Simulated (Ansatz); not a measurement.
`C[O][Ge][O]C` + H–F → `C[O][Ge][F]` + CH₃OH at 400 K and 1 bar (ligand exchange at a Ge–O bond).

Gas-phase electronic energies from Ansatz, PBE0-D4/def2-TZVP geometries. CCSD(T)/CBS is the MP2 limit (def2-TZVPP, def2-QZVPP) plus CCSD(T) − MP2 in def2-TZVPP, frozen cores. This one scheme is used for every species. For Ge outer-core shells are correlated without core-valence functions, which leaves a few kJ/mol of doubt a bond. Scalar relativity is left out up to krypton. Each species was taken in one conformer, which may not be the lowest.

```
       species  CCSD(T)/CBS energy (Eh)  H − E (kJ/mol)  S (J/(mol·K))
`C[O][Ge][O]C`              -2306.19530           253.5          405.0
           H–F               -100.39570            36.5          182.2
 `C[O][Ge][F]`              -2290.98541           140.3          344.7
         CH₃OH               -115.61712           151.2          252.6
```

H − E and S are ideal-gas, rigid-rotor, harmonic terms from PBE0-D4/def2-TZVP, for one conformer and one mirror image of each species. 1 Eh = 2625.50 kJ/mol, R = 8.31446 J/(mol·K).

Question: By hand: ΔE, ΔH, ΔS and ΔG.

Answer: ΔE = (-2290.98541) + (-115.61712) − (-2306.19530) − (-100.39570) = -0.01153 Eh = -30.3 kJ/mol. Δ(H − E) = 140.3 + 151.2 − 253.5 − 36.5 = 1.5, so ΔH = -28.8 kJ/mol. ΔS = 344.7 + 252.6 − 405.0 − 182.2 = 10.1 J/(mol·K). ΔG = -28.8 − 400 × (10.1)/1000 = -32.8 kJ/mol.

Question: By hand: the equilibrium constant, and the temperature at which ΔG would vanish if ΔH and ΔS stayed fixed.

Answer: log₁₀ K = −ΔG/(RT ln 10) = 4.3. ΔH and −TΔS have one sign here, so there is no such temperature.

The number of gas molecules stays the same, so ΔS is small and ΔH decides. A doubt of 5 kJ/mol in ΔE shifts log₁₀ K by 0.7 here. Other conformers and mirror images would add mixing entropy, several J/(mol·K) or more a flexible species. Modes under 60 cm⁻¹, often nearly free rotors, make the harmonic entropy too high. These are equilibria of isolated gas molecules and say nothing of rates. Largest T1 diagnostic: 0.015 (customary marks: 0.02 for closed shells, 0.045 for open ones).

ΔS is within the doubt of such terms, so its sign, and with it that verdict, could turn.
